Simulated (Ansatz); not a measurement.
`CB(Cl)N([SiH3])[SiH3]` + `CBNC` → `CNB(C)Cl` + `CBN([SiH3])[SiH3]`  (redistribution)

Calculated with Ansatz (gas phase, PBE0-D4/def2-TZVP geometries, no zero-point term in ΔE). CBS: MP2 limit from def2 TZ/QZ plus the TZ coupled-cluster correction, frozen cores. DFT in def2-TZVPP. One conformer a species, not always the lowest.

| level | ΔE (kJ/mol) | difference from CCSD(T)/CBS |
| --- | --- | --- |
| r2SCAN-D4 | 5.0 | 0.5 |
| PBE0-D4 | 5.4 | 0.9 |
| CAM-B3LYP-D4 | 3.5 | -1.0 |
| PBE-QIDH | 4.4 | -0.1 |
| PBE | 5.0 | 0.5 |
| LC-ωPBE | 3.3 | -1.2 |
| HF/def2-SVP | -1.3 | -5.8 |
| MP2/def2-TZVPP | 5.2 | 0.7 |
| HF/def2-QZVPP | -3.3 | -7.8 |
| MP2/CBS(def2) | 5.1 | 0.6 |
| CCSD(T)/CBS | 4.5 | 0 |

Largest T1 diagnostic among the species: 0.012.

In def2-TZVPP, CCSD(T) changes the Hartree–Fock value by +7.6 kJ/mol (the triples alone add +1.5 kJ/mol) and MP2 by +8.3 kJ/mol. Leaving LDA and LC-ωPBE aside and taking each functional with its dispersion term where it has one, the values, not all of them listed here, spread over 3.7 kJ/mol, from B2PLYP to PBE-D4. LDA lies +3.2 kJ/mol from PBE without D4.
